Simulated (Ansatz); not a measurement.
Sr₂S₂⁻. Charge -1, multiplicity 4. Geometry PBE0-D4/def2-TZVPD; atoms count from 1.

Cartesian coordinates in Å:
```
Sr -0.1726 0.0916 2.1584
Sr -0.2711 0.2672 -2.1336
S -0.7954 -1.4355 -0.0405
S 1.2392 1.0767 0.0156
```

In the def2 sets Sr takes a core potential; there is no spin–orbit coupling. At PBE0-D4/def2-TZVPD a doublet of charge -1 lies 1.52 eV below the quartet, each at its own geometry. The structure comes from a short search, and lower isomers may exist.

(1) Estimate the Mulliken populations from the PBE0/def2-TZVPD orbitals of Ansatz.

(2) Where does the spin sit?

(3) And the Mayer bond orders between bonded heavy atoms (over 0.3)?

Answers

(1) 
| atom | charge (e) | spin (α − β) |
| --- | --- | --- |
| Sr1 | 0.71 | 0.94 |
| Sr2 | 0.71 | 0.94 |
| S3 | -1.21 | 0.56 |
| S4 | -1.21 | 0.56 |
Mulliken values and Mayer orders depend strongly on the basis. With diffuse functions, as here, like atoms can get unlike values, and bond orders can come out too low or too high.

(2) Summed by element: Sr 1.88, S 1.12, of 3 unpaired in all. Largest on single atoms: Sr1 0.94, Sr2 0.94, S4 0.56.

(3) Sr1–Sr2 0.52 (4.30 Å); Sr1–S3 0.36 (2.75 Å); Sr1–S4 0.36 (2.75 Å); Sr2–S3 0.36 (2.75 Å); Sr2–S4 0.36 (2.75 Å). Values over 0.3 also appear between atoms too far apart for a bond (S3–S4 0.39 at 3.23 Å); they arise where an orbital or an unpaired electron spreads over both atoms.
